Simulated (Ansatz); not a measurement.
Calculated with Ansatz (gas phase, PBE0-D4/def2-TZVP geometries, no zero-point term in ΔE). CCSD(T)/CBS adds triple-zeta CCSD(T) − MP2 to the extrapolated MP2 energy (def2 sets, frozen cores). DFT in def2-TZVPP. One conformer a species, not always the lowest.

Reaction (substitution at a C–O bond): `CO[SiH](C)O` + `O[Si](O)(Cl)Cl` → `CO[Si](O)(Cl)Cl` + `C[SiH](O)O`

`CO[SiH](C)O`:

Z-matrix (Å, degrees):
```
C
O 1 1.406
H 1 1.098 2 111.7
H 1 1.092 2 108.6 3 119.3
H 1 1.096 2 111.3 3 -121.6
Si 2 1.640 1 123.5 3 48.9
O 6 1.648 2 112.4 1 63.2
C 6 1.845 2 106.7 1 -178.4
H 6 1.494 2 108.0 1 -55.4
H 7 0.957 6 117.8 2 -90.8
H 8 1.093 6 110.1 2 -63.8
H 8 1.092 6 110.8 2 176.6
H 8 1.092 6 110.8 2 55.9
```

`O[Si](O)(Cl)Cl`:

Z-matrix (Å, degrees):
```
Si
O 1 1.615
Cl 1 2.026 2 106.6
O 1 1.622 2 109.0 3 121.4
Cl 1 2.044 2 111.9 3 -117.9
H 2 0.959 1 117.8 3 -173.1
H 4 0.959 1 118.4 2 167.9
```

`CO[Si](O)(Cl)Cl`:

Z-matrix (Å, degrees):
```
C
O 1 1.414
H 1 1.090 2 107.7
H 1 1.094 2 111.0 3 119.4
H 1 1.094 2 110.8 3 -119.2
Si 2 1.613 1 126.2 3 -177.9
Cl 6 2.044 2 108.9 1 56.2
O 6 1.615 2 109.9 1 178.5
Cl 6 2.028 2 111.5 1 -63.2
H 8 0.959 6 117.9 2 -58.8
```

`C[SiH](O)O`:

```xyz
10

C     0.720   -1.116   -0.273
Si   -0.447    0.319   -0.186
O    -1.192    0.184    1.277
O     0.313    1.769   -0.364
H     1.432   -1.093    0.557
H     0.173   -2.060   -0.214
H     1.284   -1.103   -1.209
H    -1.443    0.324   -1.286
H    -1.885    0.814    1.475
H     1.045    1.962    0.223
```

```tsv
level	ΔE (eV)
r2SCAN	-0.05
CCSD/def2-TZVPP	-0.06
```

Task: What does CCSD(T)/CBS give? (Estimate.)

Result: Ansatz gave: -0.07 eV. The listed levels differ from it by 0.02, 0.01 eV.

Largest T1 diagnostic among the species: 0.011.
